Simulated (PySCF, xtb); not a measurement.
CHO2, SMILES C(=[OH+])=O, charge +1.

Harmonic wavenumbers (cm⁻¹) from GFN2-xTB (xtb 6.7.1) at its own minimum, in rising order: 530, 577, 688, 1344, 2552, 3135.

What does PBE-D3(BJ)/def2-TZVP (PySCF) give at its own minimum? (The exact figures need the calculation; the answer reports its results.)

527, 574, 984, 1239, 2404, 3422. Paired by order, the mean absolute difference is 140 cm⁻¹ and the zero-point energies are 12.6 and 13.1 kcal/mol.
